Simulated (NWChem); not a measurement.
System: Si$_{2}$H$_{5}$O$_{2}$F; SMILES O([SiH2]F)[SiH2]O

Parts of the log:

```
             Northwest Computational Chemistry Package (NWChem) 7.3.0
             --------------------------------------------------------

 C1  symmetry detected

                             Geometry "geometry" -> ""
                             -------------------------

 Output coordinates in angstroms (scale by  1.889725989 to convert to a.u.)

  No.       Tag          Charge          X              Y              Z
 ---- ---------------- ---------- -------------- -------------- --------------
    1 O                    8.0000     1.20939103     1.49929184     0.36003572
    2 Si                  14.0000    -0.35968683     1.52834178    -0.16530045
    3 O                    8.0000    -1.01938943    -0.00357324    -0.03475500
    4 Si                  14.0000    -0.39792126    -1.50700919     0.18593026
    5 F                    9.0000     1.15255921    -1.45688752    -0.32693479
    6 H                    1.0000     1.78084141     0.83473158    -0.04204442
    7 H                    1.0000    -1.09490936     2.45618328     0.72570385
    8 H                    1.0000    -0.47463224     1.92606569    -1.59608773
    9 H                    1.0000    -1.12630286    -2.48496124    -0.65654572
   10 H                    1.0000    -0.37152930    -1.88443659     1.62032403

 Effective nuclear repulsion energy (a.u.)     319.0616065947

                                 NWChem DFT Module
                                 -----------------

 Summary of "ao basis" -> "ao basis" (spherical)
 ------------------------------------------------------------------------------
       Tag                 Description            Shells   Functions and Types
 ---------------- ------------------------------  ------  ---------------------
 O                          def2-svp                 6       14   3s2p1d
 Si                         def2-svp                 8       18   4s3p1d
 F                          def2-svp                 6       14   3s2p1d
 H                          def2-svp                 3        5   2s1p

            General Information
            -------------------
          SCF calculation type: DFT
          Wavefunction type:  closed shell.
          No. of atoms     :    10
          No. of electrons :    58
           Alpha electrons :    29
            Beta electrons :    29
          Charge           :     0
          Spin multiplicity:     1
          Use of symmetry is: off; symmetry adaption is: off
          Maximum number of iterations: 150
          AO basis - number of functions:   103
                     number of shells:    49
          Convergence on energy requested:  1.00D-06
          Convergence on density requested:  1.00D-05
          Convergence on gradient requested:  5.00D-04

              XC Information
              --------------
                        Slater Exchange Functional  1.000 local
                      VWN V Correlation Functional  1.000 local

             Grid Information
             ----------------
          Grid used for XC integration:  medium
          Radial quadrature: Mura-Knowles
          Angular quadrature: Lebedev.
          Tag              B.-S. Rad. Rad. Pts. Rad. Cut. Ang. Pts.
          ---              ---------- --------- --------- ---------
          O                   0.60       49          12.0       434
          Si                  1.10       88          11.0       590
          F                   0.50       49          12.0       434
          H                   0.35       45          12.0       434
          Grid pruning is: on
          Number of quadrature shells:   548
          Spatial weights used:  Erf1

      Superposition of Atomic Density Guess
      -------------------------------------

 Sum of atomic energies:        -828.64830282

      Non-variational initial energy
      ------------------------------

 Total energy =    -830.024439
 1-e energy   =   -1783.957824
 2-e energy   =     634.871778
 HOMO         =      -0.373056
 LUMO         =       0.064627

     ---------------------------------------------
      Total Density - Mulliken Population Analysis
     ---------------------------------------------

    Atom       Charge   Shell Charges
 -----------   ------   -------------------------------------------------------
    1 O    8     8.77   1.99  1.10  0.63  3.09  1.94  0.00
    2 Si  14    12.87   2.00  1.99  0.90  0.18  5.93  0.93  0.65  0.28
    3 O    8     8.93   1.99  1.10  0.66  3.12  2.05  0.00
    4 Si  14    12.76   2.00  1.99  0.89  0.20  5.93  0.88  0.60  0.26
    5 F    9     9.58   1.99  1.14  0.78  3.51  2.15  0.00
    6 H    1     0.65   0.52  0.08  0.06
    7 H    1     1.11   0.71  0.39  0.01
    8 H    1     1.11   0.71  0.40  0.01
    9 H    1     1.10   0.70  0.39  0.01
   10 H    1     1.11   0.70  0.40  0.01

   convergence    iter        energy       DeltaE   RMS-Dens  Diis-err
 ---------------- ----- ----------------- --------- --------- ---------
 d= 0,ls=0.0,diis     1   -827.8861929533 -1.15D+03  2.16D-02  1.70D+00
 d= 0,ls=0.0,diis     2   -827.5772620827  3.09D-01  1.42D-02  4.86D+00
 d= 0,ls=0.0,diis     3   -828.0256636200 -4.48D-01  2.58D-03  1.12D-01
 d= 0,ls=0.0,diis     4   -828.0349988948 -9.34D-03  1.01D-03  8.94D-03
 d= 0,ls=0.0,diis     5   -828.0359248013 -9.26D-04  2.80D-04  2.47D-03
  Resetting Diis
 d= 0,ls=0.0,diis     6   -828.0361336980 -2.09D-04  8.39D-05  1.21D-04
 d= 0,ls=0.0,diis     7   -828.0361442840 -1.06D-05  6.86D-05  1.69D-05
 d= 0,ls=0.0,diis     8   -828.0361377051  6.58D-06  4.83D-05  8.70D-05
 d= 0,ls=0.0,diis     9   -828.0361458548 -8.15D-06  4.20D-06  2.75D-07
 d= 0,ls=0.0,diis    10   -828.0361458782 -2.35D-08  1.25D-06  6.06D-08

         Total DFT energy =     -828.036145878203
      One electron energy =    -1787.007497274484
           Coulomb energy =      707.239937269831
    Exchange-Corr. energy =      -67.330192468262
 Nuclear repulsion energy =      319.061606594712

 Numeric. integr. density =       57.999969446505

                       DFT Final Molecular Orbital Analysis
                       ------------------------------------

 Vector   27  Occ=2.000000D+00  E=-3.060945D-01
              MO Center=  3.2D-01,  5.1D-01,  2.6D-01, r^2= 4.1D+00
   Bfn.  Coefficient  Atom+Function         Bfn.  Coefficient  Atom+Function
  ----- ------------  ---------------      ----- ------------  ---------------
     5      0.277335   1 O  py               36      0.273671   3 O  px
     4      0.245446   1 O  px                6      0.236265   1 O  pz
    39      0.199378   3 O  px                8      0.191588   1 O  py
     7      0.171205   1 O  px                9      0.163195   1 O  pz
    99      0.156529  10 H  s               100      0.138515  10 H  s

 Vector   28  Occ=2.000000D+00  E=-2.787911D-01
              MO Center=  1.9D-01,  2.5D-01,  1.9D-01, r^2= 4.3D+00
   Bfn.  Coefficient  Atom+Function         Bfn.  Coefficient  Atom+Function
  ----- ------------  ---------------      ----- ------------  ---------------
     5      0.323398   1 O  py                6     -0.257969   1 O  pz
    38      0.249294   3 O  pz                8      0.234459   1 O  py
    36      0.197316   3 O  px                9     -0.195331   1 O  pz
    41      0.190905   3 O  pz               94      0.179680   9 H  s
     4      0.166483   1 O  px               99     -0.162382  10 H  s

 Vector   29  Occ=2.000000D+00  E=-2.645856D-01
              MO Center= -3.1D-01,  1.1D+00, -1.6D-01, r^2= 4.2D+00
   Bfn.  Coefficient  Atom+Function         Bfn.  Coefficient  Atom+Function
  ----- ------------  ---------------      ----- ------------  ---------------
    38      0.297952   3 O  pz                6      0.294468   1 O  pz
    89      0.277123   8 H  s                90      0.268759   8 H  s
    84     -0.216615   7 H  s                41      0.209971   3 O  pz
    85     -0.208588   7 H  s                 9      0.207073   1 O  pz
    24     -0.165920   2 Si pz              100     -0.150584  10 H  s

 Vector   30  Occ=0.000000D+00  E=-1.595723D-02
              MO Center= -4.0D-01, -9.5D-01,  1.7D-01, r^2= 5.1D+00
   Bfn.  Coefficient  Atom+Function         Bfn.  Coefficient  Atom+Function
  ----- ------------  ---------------      ----- ------------  ---------------
    57      0.791683   4 Si px               35      0.516896   3 O  s
    67     -0.344367   5 F  s                58     -0.304327   4 Si py
    26      0.280593   2 Si py                3     -0.270212   1 O  s
    54      0.254402   4 Si px               25      0.252669   2 Si px
    80      0.208660   6 H  s                17     -0.191336   2 Si s

 Vector   31  Occ=0.000000D+00  E= 3.959186D-03
              MO Center= -1.6D-01, -3.3D-01, -3.5D-02, r^2= 4.5D+00
   Bfn.  Coefficient  Atom+Function         Bfn.  Coefficient  Atom+Function
  ----- ------------  ---------------      ----- ------------  ---------------
    35      0.628262   3 O  s                58     -0.625769   4 Si py
    26      0.439246   2 Si py               59      0.394207   4 Si pz
    57     -0.328038   4 Si px               67      0.293962   5 F  s
   100     -0.263459  10 H  s                18     -0.221951   2 Si s
    39      0.200619   3 O  px               80     -0.198722   6 H  s

 Vector   32  Occ=0.000000D+00  E= 6.998919D-03
              MO Center= -3.4D-02,  9.5D-01, -1.5D-01, r^2= 5.1D+00
   Bfn.  Coefficient  Atom+Function         Bfn.  Coefficient  Atom+Function
  ----- ------------  ---------------      ----- ------------  ---------------
    25      0.900192   2 Si px                3     -0.748051   1 O  s
    57     -0.462692   4 Si px               80      0.389777   6 H  s
    49     -0.227221   4 Si s                85      0.214904   7 H  s
    22      0.213476   2 Si px               50      0.212487   4 Si s
     2     -0.170003   1 O  s                95     -0.161767   9 H  s

     ---------------------------------------------
      Total Density - Mulliken Population Analysis
     ---------------------------------------------

    Atom       Charge   Shell Charges
 -----------   ------   -------------------------------------------------------
    1 O    8     8.35   1.99  1.06  0.65  2.90  1.76  0.01
    2 Si  14    13.45   2.00  1.97  1.04  0.09  5.92  1.26  0.75  0.41
    3 O    8     8.44   1.99  1.05  0.67  2.91  1.82  0.01
    4 Si  14    13.39   2.00  1.97  1.05  0.11  5.92  1.24  0.69  0.41
    5 F    9     9.30   1.99  1.11  0.81  3.34  2.05  0.00
    6 H    1     0.80   0.65  0.08  0.07
    7 H    1     1.06   0.71  0.35  0.01
    8 H    1     1.08   0.71  0.37  0.01
    9 H    1     1.06   0.71  0.35  0.01
   10 H    1     1.07   0.71  0.35  0.01

     -------------------------------------------
      Total Density - Lowdin Population Analysis
     -------------------------------------------

    Atom       Charge   Shell Charges
 -----------   ------   -------------------------------------------------------
    1 O    8     8.19   1.97  0.87  0.60  2.72  2.02  0.01
    2 Si  14    13.55   2.00  1.93  0.64  0.32  5.81  1.26  0.97  0.63
    3 O    8     8.29   1.97  0.89  0.60  2.75  2.07  0.01
    4 Si  14    13.53   2.00  1.93  0.65  0.33  5.81  1.24  0.93  0.64
    5 F    9     9.19   1.97  1.01  0.78  3.21  2.21  0.01
    6 H    1     0.92   0.54  0.19  0.19
    7 H    1     1.08   0.63  0.43  0.02
    8 H    1     1.09   0.63  0.44  0.02
    9 H    1     1.08   0.63  0.43  0.02
   10 H    1     1.08   0.63  0.43  0.02

     Multipole analysis of the density
     ---------------------------------

     L   x y z        total         alpha         beta         nuclear
     -   - - -        -----         -----         ----         -------
     0   0 0 0     -0.000000    -29.000000    -29.000000     58.000000

     1   1 0 0     -0.130574     -0.065287     -0.065287     -0.000000
     1   0 1 0     -0.333656     -0.166828     -0.166828     -0.000000
     1   0 0 1     -0.132321     -0.066161     -0.066161      0.000000

     2   2 0 0    -32.677987    -91.331166    -91.331166    149.984344
     2   1 1 0      0.122343     -2.624067     -2.624067      5.370478
     2   1 0 1     -0.934697     -0.820313     -0.820313      0.705929
     2   0 2 0    -32.572907   -233.671336   -233.671336    434.769764
     2   0 1 1     -1.447219      2.137246      2.137246     -5.721711
     2   0 0 2    -33.086632    -32.626637    -32.626637     32.166642
```

Level: LDA (Slater exchange, VWN5)/def2-SVP. All runs use the structure optimised with PBE0/def2-SVP.

**Question.** Which NWChem input produces such a log?

**Answer.** This is not unique; one that fits is the input that was run:
```
start job
memory heap 200 mb stack 900 mb global 1100 mb
geometry units angstroms noautoz
  O      1.169400     1.450953     0.403387
  Si    -0.409931     1.514606    -0.087010
  O     -1.059066    -0.027319    -0.076797
  Si    -0.425655    -1.539933     0.000880
  F      1.114056    -1.435109    -0.535622
  H      1.736143     0.827540    -0.065679
  H     -1.132047     2.356936     0.895008
  H     -0.555306     2.033710    -1.475515
  H     -1.165615    -2.446352    -0.908823
  H     -0.368847    -2.039732     1.396447
end
basis spherical
  * library def2-svp
end
dft
  xc slater vwn_5
  iterations 150
  mulliken
end
task dft energy
```
